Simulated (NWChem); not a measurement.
## Correlation energy of iodoethane (C$_{2}$H$_{5}$I)

SMILES: CCI
```xyz
8

C      2.4499     0.3888     0.0000
C      1.1211     1.1174     0.0000
I     -0.5996    -0.2481     0.0000
H      2.5683    -0.2454     0.8914
H      3.2687     1.1306     0.0000
H      2.5683    -0.2454    -0.8914
H      0.9742     1.7358     0.8942
H      0.9742     1.7358    -0.8942
```
Charge 0, spin multiplicity 1.

The numbers come from NWChem runs, not from measurements. The geometry was optimised at B3LYP/def2-SVP with def2 effective core potentials on I, held to Cs symmetry and with no frequency check, so it may be a saddle point.

Basis set: def2-SVP. Each correlation energy counts from its own Hartree-Fock reference.

```
method        correlation energy (mHa)  difference from CCSD(T)
------------  ------------------------  -----------------------
MP2                             -413.7                    +50.0
CR-CCSD[T]                      -461.0                     +2.6
SCS-MP2                         -409.5                    +54.2
CCSD                            -450.9                    +12.7
CR-CCSD(T)                      -460.7                     +3.0
CCSD+T(CCSD)                    -464.1                     -0.5
CCSD(T)                         -463.6                      0.0
```

The values span 54.6 mHa, from CCSD+T(CCSD) (lowest) to SCS-MP2 (highest). 

Effective core potentials replace the inner electrons of I; spin-orbit coupling is left out. The correlated methods keep 6 core orbitals frozen. Coupled-cluster values serve here as a point of comparison, not as the truth.
